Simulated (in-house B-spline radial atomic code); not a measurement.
RPA and G0W0 on TPSS: Br⁷⁺

Configuration [Ar] 3d10, mean-field start TPSS. Computed with a B-spline radial code for spherical atoms: all electrons, scalar-relativistic (spin-free one-electron X2C), finite nucleus, each spin shell either full or empty, empty states to l = 9 with an (l + 1/2)⁻⁴ tail; G0W0 by contour deformation at full frequency.

Command:
```bash
python run_gw.py task.json out
```
Settings (radii: box in bohr, nucleus in fm):
```
Z                        35
electrons                28
configuration            [Ar] 3d10
hamiltonian              x2c
method                   tpss,tpss
lmax                     9
rms_radius               4.1629
spin_polarised           False
box_radius               8.41
intervals                67
```

Run time, properties included: 2.1 s on 1 thread of Arm Neoverse N1, with other jobs on the host.

Energies (hartree):

| term | value |
| --- | --- |
| mean-field total | -2592.78749 |
| Hartree-Fock functional on these orbitals | -2591.35828 |
| direct second order | -2.4096 |
| second-order exchange | 0.70132 |
| SOSEX correction | 0.65517 |

**Question.** What is the RPA correlation energy, and what remains with SOSEX?

**Answer.** RPA gives -2.138 hartree (-2.08 eV per electron); RPA + SOSEX gives -1.4828, and the second-order doubles -1.7083 hartree (no singles). RPA lacks exchange-type terms and so overcorrelates at short range.

Quasi-particle levels (eV):

```tsv
level	occupied	mean field	Σx - vxc	Σc	QP weight	G0W0
3d	yes	-175.83	-20.02	?	?	?
2p	yes	-1640.95	-77.20	29.87	0.854	-1688.28
4s	no	-110.81	9.25	-1.49	0.993	-103.05
```

G0W0 = mean field + (Σx - vxc) + Σc, with Σc (partial-wave tail included) taken at the quasi-particle energy. Only the outer levels were computed. Levels of low weight are left out.

**Question.** Where does G0W0 put 3d?

**Answer.** At -193.44 eV, with Σc = 2.41 eV and a quasi-particle weight of 0.966. The tabulated removal energy is 192.61 ± 0.06 eV (NIST, measured); the calculation leaves out spin-orbit coupling, Breit and QED terms, and what these don't explain is the method's own error.
